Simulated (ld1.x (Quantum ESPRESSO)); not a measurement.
# thulium (Tm), TM: configuration errors across variants

Tm (Z = 69), norm-conserving Troullier–Martins (Kleinman–Bylander form), made with ld1.x (Quantum ESPRESSO) 7.5 (PBEsol, scalar-relativistic). Core [Kr] 4d10, reference 4f13 5s2 5p6 5d0 6s1 6p0 (charge +1). Waves: 5p (bound): rc 2.35 bohr; 5d (bound, empty): rc 3.30 bohr; 4f (bound): rc 1.00 bohr; 5s (bound): rc 1.50 bohr. Local part: the s channel. Core correction: none.

Occupied shells without a wave of their own: 6s. They enter only through the test configuration that unscreens the potential.

All-electron excitation energies from the reference (eV): (1) 4f13 5s2 5p6 5d0 6s2 6p0 -6.470; (2) 4f13 5s2 5p6 5d0 6s0 6p0 11.981; (3) 4f12 5s2 5p6 5d0 6s0 6p0 38.444; (4) 4f12 5s2 5p6 5d1 6s2 6p0 -1.518; (5) 4f12 5s2 5p6 5d0 6s2 6p0 4.019; (6) 4f13 5s2 5p6 5d1 6s1 6p0 -3.361; (7) 4f13 5s2 5p6 5d0 6s0 6p2 -0.547.

For the base: The 6s level has no wave, so the channel is fitted at the deeper level alone: the likely source of the large errors.

On the changes marked as counting shells twice: ld1.x takes every shell without a wave as core, so the model core holds the marked electrons as well and exchange and correlation see them twice. This cancels in the reference configuration, but the file is broken for other ones, and its errors say nothing about a proper core correction.

The file “local potential all-electron potential smoothed inside 1.45 bohr (lloc = -1)” misses its own reference levels by 0.3 eV.

Errors AE − PS in meV (a dash: test not solved or not reliable):

| change | (1) | (2) | (3) | (4) | (5) | (6) | (7) | bound ghosts |
| --- | --- | --- | --- | --- | --- | --- | --- | --- |
| base | +145 | -266 | -447 | +99 | +328 | +2.6 | -105 | none |
| wave 5d (bound): rc 3.30 bohr becomes 5d (bound): rc 4.18 bohr | +145 | -266 | -447 | -8.7 | +328 | +21 | -105 | none |
| wave 5p (bound): rc 2.35 bohr becomes 5p (bound): rc 2.18 bohr | +145 | -266 | -453 | +96 | +324 | +2.7 | -111 | none |
| core correction a·sin(br)/r model core inside 0.62 bohr (6s counted twice) | +13 | -440 | -728 | -126 | +252 | -79 | -333 | none |
| all radii scaled by about 1.04 (s 1.56, p 2.42, d 3.42, f 1.04 bohr) | +177 | -323 | -531 | +148 | +417 | +4.9 | -138 | none |
| local potential all-electron potential smoothed inside 1.45 bohr (lloc = -1) | +245 | -472 | -810 | +441 | +841 | +7.7 | -184 | none |

**Question.** Give the same row for: wave 5s (bound): rc 1.50 bohr becomes 5s (bound): rc 1.68 bohr.

**Answer.** +311, -570, -945, +381, +732, –, -289; bound ghosts: none. Not counted: 4f13 5s2 5p6 5d1 6s1 6p0 (pseudo-atom not self-consistent, printed error -5759 eV).
